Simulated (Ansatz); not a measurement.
Consider the ligand exchange at a B–C bond: `CB(N)C[SiH3]` + `O[SiH3]` → `CB(N)O[SiH3]` + `C[SiH3]`.

Program: Ansatz. Geometries: PBE0-D4/def2-TZVP. ΔE: electronic, gas phase. CBS: MP2 limit from def2 TZ/QZ plus the TZ coupled-cluster correction, frozen cores. This one scheme is used for every species. Functionals use def2-TZVPP. Each species was taken in one conformer, which may not be the lowest.

`CB(N)C[SiH3]`:

Cartesian coordinates in Å:
```
C -0.564 1.407 -1.172
B 0.098 0.769 0.108
N -0.135 1.331 1.368
C 0.996 -0.521 -0.008
Si -0.038 -2.076 0.148
H -1.264 2.219 -0.955
H -1.096 0.652 -1.760
H 0.212 1.808 -1.834
H 0.260 0.970 2.219
H -0.727 2.132 1.506
H 1.500 -0.571 -0.979
H 1.765 -0.572 0.770
H -1.154 -2.076 -0.837
H 0.777 -3.301 -0.084
H -0.630 -2.172 1.511
```

`O[SiH3]`:

```xyz
6

O    -0.957    0.465    0.715
Si    0.185   -0.277   -0.212
H    -0.796    1.370    0.983
H     0.393    0.435   -1.503
H    -0.324   -1.644   -0.468
H     1.498   -0.350    0.486
```

`CB(N)O[SiH3]`:

Cartesian coordinates in Å:
```
C 0.929 0.758 -0.907
B 0.070 -0.515 -0.550
N 0.008 -1.633 -1.392
O -0.664 -0.578 0.620
Si -0.877 0.471 1.859
H 1.674 0.955 -0.129
H 1.460 0.672 -1.858
H 0.297 1.651 -0.961
H -0.540 -2.445 -1.165
H 0.502 -1.692 -2.263
H -1.485 1.744 1.385
H -1.788 -0.173 2.836
H 0.416 0.784 2.525
```

`C[SiH3]`:

Cartesian coordinates in Å:
```
C -0.125 0.139 -0.969
Si 0.112 -0.124 0.867
H -0.698 -0.682 -1.407
H 0.838 0.192 -1.481
H -0.664 1.069 -1.161
H -1.201 -0.199 1.563
H 0.890 0.996 1.463
H 0.849 -1.391 1.127
```

```tsv
level	ΔE (kcal/mol)
BHLYP-D4	-28.8
CAM-B3LYP	-28.7
HF/def2-TZVPP	-31.3
MP2/def2-QZVPP	-25.8
```

(1) What does CCSD(T)/CBS give? (Estimate.)

Largest T1 diagnostic among the species: 0.011.

## Answers

(1) Computed: -26.2 kcal/mol. The listed levels differ from it by -2.6, -2.5, -5.1, 0.4 kcal/mol.

From BLYP to BHLYP (50 % exact exchange), in def2-TZVPP and without D4, ΔE moves by −1.6 kcal/mol. In def2-TZVPP, CCSD(T) changes the Hartree–Fock value by +4.8 kcal/mol (the triples alone add +0.6 kcal/mol) and MP2 by +5.4 kcal/mol. Leaving LDA and LC-ωPBE aside and taking each functional with its dispersion term where it has one, the values, not all of them listed here, spread over 4.5 kcal/mol, from BHLYP-D4 to revPBE-D4.
